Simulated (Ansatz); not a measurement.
The same path of Ge2H6O3 + H2S (14 atoms, charge 0, multiplicity 1) was run 3 times with different band settings. Lost on the way: Ge1–Ge2, S12–H14. Made: Ge1–S12, Ge2–H14.

All numbers below come from Ansatz, RKS PBE/def2-SVP.

Relaxed end points:

```xyz
14
Properties=species:S:1:pos:R:3
Ge -0.370 -0.131 0.294
Ge -0.558 0.205 2.702
H -1.829 -0.573 3.143
H 0.675 -0.408 3.400
H -0.719 1.703 3.032
O 1.051 0.664 -0.505
H 1.538 -0.023 -1.005
O -1.871 0.521 -0.445
H -1.741 0.654 -1.404
O -0.068 -1.828 -0.246
H -0.832 -2.405 -0.059
S 2.706 2.184 1.956
H 2.155 1.632 0.821
H 3.374 1.034 2.245
```

```xyz
14
Properties=species:S:1:pos:R:3
Ge 0.433 0.353 -0.529
Ge -0.221 0.010 4.035
H -1.201 -1.141 3.700
H 1.220 -0.381 3.633
H -0.266 0.265 5.566
O 1.184 -0.604 -1.846
H 1.980 -1.069 -1.526
O -0.935 1.141 -1.360
H -0.869 0.961 -2.318
O -0.224 -0.642 0.804
H -1.168 -0.829 0.631
S 1.874 1.691 0.508
H 2.355 2.173 -0.673
H -0.651 1.303 3.304
```

Common settings: spring 5.0 eV/Å²; optimiser quadratic models (default); start path through a guess of the saddle point; iteration limit 60; end points relaxed.

| run | movable images | climbing image | force threshold |
| --- | --- | --- | --- |
| 1 | 5 | yes | 0.05 eV/Å |
| 2 | 2 | no | 0.05 eV/Å |
| 3 | 5 | yes | 0.2 eV/Å |

Problem. What does each run give, and how far can it be trusted?

Solution. Run 1: converged after 26 iterations, highest image 1.849 eV above the first end. Neighbouring images differ by up to 1.9 eV, so the band resolves the path poorly. A vibrational analysis at the climbing image gives one clearly imaginary mode, 912i cm⁻¹: a first-order saddle point.
Run 2: converged after 17 iterations, highest image 0.236 eV above the first end. No image climbed, so the highest image needn't sit at the top of the path. A band with more images between the same ends climbed to 1.85 eV, so this one has probably stepped over the top. So few images can step over the top or miss a turn of the path.
Run 3: converged after 21 iterations, highest image 1.856 eV above the first end. The threshold of 0.2 eV/Å is loose, so the images may lie well off the minimum-energy path. Neighbouring images differ by up to 1.8 eV, so the band resolves the path poorly. The order of the point at the top wasn't checked.
The orbitals stay closed-shell, which can raise the energy where a bond breaks towards radicals; this wasn't checked here.
